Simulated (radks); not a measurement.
Results of a calculation; reference values are marked as such.
Ionisation of the nickel ion Ni3+, [Ar] 3d7, to Ni4+, [Ar] 3d6, under several functionals. Dirac Kohn-Sham, spin-unpolarised, spherical densities, point nucleus; open shells fill j = l - 1/2 first; a radial shooting solver on a logarithmic mesh with Libxc functionals. The NIST Atomic Spectra Database gives 54.9 eV (semi-empirical). Rank these functionals by the error of their Delta-SCF ionisation energy: SOGGA; exchange-only PBE; LDA (Slater exchange, Perdew-Zunger correlation); LDA (Slater exchange, VWN5 correlation); PBE; BP86; exchange-only LDA.

Answer. From best to worst: exchange-only LDA 55.902 eV (+0.982); exchange-only PBE 56.149 eV (+1.229); SOGGA 57.239 eV (+2.319); PBE 57.403 eV (+2.483); BP86 57.457 eV (+2.537); LDA (Slater exchange, Perdew-Zunger correlation) 57.713 eV (+2.793); LDA (Slater exchange, VWN5 correlation) 57.729 eV (+2.809). Spin polarisation and multiplet splitting are left out, so open shells lie too high by an amount that depends on their filling.

Beside tabulated values, note that spin-unpolarised runs miss the spin-polarisation part of the exchange energy of open shells.
